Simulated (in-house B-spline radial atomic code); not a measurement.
Ag. Computed with a B-spline radial atomic code. Model: all-electron spherical atom, spin shells full or empty, radial basis limit, no spin-orbit coupling, Breit or QED, empty-state partial waves extrapolated as (l+1/2)^-4, RPA, G0W0 and static COHSEX of the highest shell as one setting changes (uncorrelated shells keep exact exchange).

In a row where one electron alone is correlated, RPA and GW hold only self-correlation.

Given: element Ag; charge 0; filled core Kr; hamiltonian one-electron scalar X2C; mean-field start r2SCAN; highest l of empty states 9; nuclear rms radius 4.5454 fm; highest mean-field shell 5s up.

Shell: 4d 5 5, 5s 1 0 (electrons up and down).

```tsv
lowest nl shells left uncorrelated	RPA correlation energy (hartree)	G0W0 level (eV)	G0W0 minus most complete (meV)	COHSEX level (eV)
0	-3.6209	-7.9516	0	-9.6008
1	-3.4511	-7.9515	0.1	-9.6007
2	-3.2604	-7.9525	-0.9	-9.6033
3	?	?	?	?
4	-2.539	-7.9575	-5.9	-9.6138
5	-2.0186	-7.9531	-1.5	-9.608
6	-1.2147	-7.9254	26.2	-9.5617
7	-1.0583	-7.9569	-5.4	-9.6301
8	?	?	?	?
9	-0.016599	-7.1248	826.8	-8.0578
```

(1) What follows for lowest nl shells left uncorrelated = 3?

(2) What follows for lowest nl shells left uncorrelated = 8?

Results:

(1) RPA correlation energy -2.717 hartree; G0W0 level -7.9513 eV; G0W0 minus most complete 0.3 meV; COHSEX level -9.5999 eV.

(2) RPA correlation energy -0.61692 hartree; G0W0 level -7.9214 eV; G0W0 minus most complete 30.2 meV; COHSEX level -9.5918 eV.
